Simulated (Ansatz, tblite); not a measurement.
Forces on Cd₄O₄⁻ at its PBE-D4/def2-SVPD geometry. Charge -1, multiplicity 2.

In the def2 sets Cd takes a core potential; there is no spin–orbit coupling. The xTB rows come from tblite. The structure holds 2 bonds between oxygen atoms, so isomers without such links may lie far lower. Another isomer (doublet) lies 1.02 eV lower at PBE0-D4/def2-TZVPD; other spin states weren't run for this one.

GFN1-xTB (tblite), largest force 1.93 eV/Å:

```xyz
8
positions Å, forces eV/Å
Cd   -0.256    4.416   -2.751    0.009   -0.700    0.469
Cd   -1.516    1.102   -2.314   -0.539    0.602   -1.034
Cd    0.049   -0.853    0.532   -0.001   -0.005    0.005
Cd    1.098    2.762    0.110    0.446    1.224   -0.120
O    -0.134    0.879   -0.463    0.116   -1.393    0.832
O    -0.629   -2.246    2.173    0.705   -0.917   -0.100
O     0.301   -3.225    1.889   -0.169    1.669   -0.957
O     1.087   -2.836    0.824   -0.569   -0.481    0.904
```

GFN2-xTB (tblite), largest force 1.25 eV/Å:

```
Cd 0.009 -0.489 0.323
Cd -0.078 0.260 -0.263
Cd 0.114 -1.077 0.617
Cd 0.062 0.347 -0.132
O 0.017 -0.204 0.120
O -0.583 0.731 0.097
O -0.004 0.058 -0.037
O 0.463 0.373 -0.725
```

PBE-D4/def2-TZVPD (Ansatz), largest force 0.14 eV/Å:

```
Cd -0.002 -0.008 0.005
Cd -0.013 0.001 -0.019
Cd -0.011 0.100 -0.058
Cd 0.014 0.019 0.007
O 0.014 -0.124 0.072
O -0.059 0.050 0.024
O 0.012 -0.047 0.024
O 0.043 0.009 -0.054
```
